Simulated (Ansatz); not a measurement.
Reaction (ligand exchange at the Si–S bond): `C=C[SiH](F)S[SiH2]Cl` + HBr → `C=C[SiH](F)Br` + `S[SiH2]Cl`

Program: Ansatz. Geometries: PBE0-D4/def2-TZVP. ΔE: electronic, gas phase. CCSD(T)/CBS is the MP2 limit (def2-TZVPP, def2-QZVPP) plus CCSD(T) − MP2 in def2-TZVPP, frozen cores. DFT in def2-TZVPP. For Br outer-core shells are correlated without core-valence functions, which leaves a few kJ/mol of doubt a bond. Scalar relativity is left out up to krypton. One conformer a species, not always the lowest.

`C=C[SiH](F)S[SiH2]Cl`:

```xyz
13

C     0.663   -1.973    0.057
C    -0.035   -1.165   -0.736
Si    0.641    0.435   -1.350
F     2.123    0.582   -0.770
S    -0.550    2.099   -0.749
Si   -0.915    1.560    1.275
Cl   -2.556    0.340    1.467
H     1.673   -1.729    0.373
H     0.255   -2.910    0.425
H    -1.048   -1.446   -1.019
H     0.718    0.539   -2.823
H     0.243    0.850    1.857
H    -1.212    2.817    1.994
```

HBr:

Cartesian coordinates in Å:
```
Br 0.304 0.566 0.303
H -0.304 -0.566 -0.303
```

`C=C[SiH](F)Br`:

Cartesian coordinates in Å:
```
C -0.359 -1.047 -1.120
C 0.281 -0.704 -0.004
Si -0.003 0.943 0.760
F -0.555 0.790 2.246
Br 1.894 2.069 0.902
H -0.204 -2.007 -1.604
H -1.068 -0.379 -1.601
H 0.988 -1.400 0.441
H -0.974 1.736 -0.021
```

`S[SiH2]Cl`:

```xyz
6

S     0.679    1.429   -0.636
Si    0.140   -0.437    0.216
Cl   -1.134   -1.522   -0.975
H    -0.541    1.971   -0.472
H    -0.549   -0.254    1.511
H     1.405   -1.188    0.356
```

| level | ΔE (kcal/mol) |
| --- | --- |
| PBE-D4 | -5.1 |
| ωB97X-V | -6.4 |
| PBE0 | -7.7 |
| HF/def2-TZVPP | -11.1 |
| SCS-MP2/def2-TZVPP | -6.8 |
| CCSD/def2-TZVPP | -7.0 |
| MP2/def2-QZVPP | -6.1 |
| MP2/CBS(def2) | -6.2 |

Problem. What does CCSD(T)/CBS give? (Best estimate.)

Solution. Ansatz gave: -6.5 kcal/mol. The listed levels differ from it by 1.4, 0.1, -1.2, -4.6, -0.3, -0.5, 0.4, 0.3 kcal/mol.

Largest T1 diagnostic among the species: 0.011.

In def2-TZVPP, CCSD(T) changes the Hartree–Fock value by +5.0 kcal/mol (the triples alone add +0.9 kcal/mol) and MP2 by +5.2 kcal/mol. The D4 term adds +3.7 kcal/mol with B3LYP and +2.2 kcal/mol with PBE0; it sums over pairs of atoms, weighted by their polarisabilities, and B3LYP, whose exchange is more repulsive, gets the larger term.

B3LYP here is the variant with VWN-RPA as its local correlation; programs differ in this.
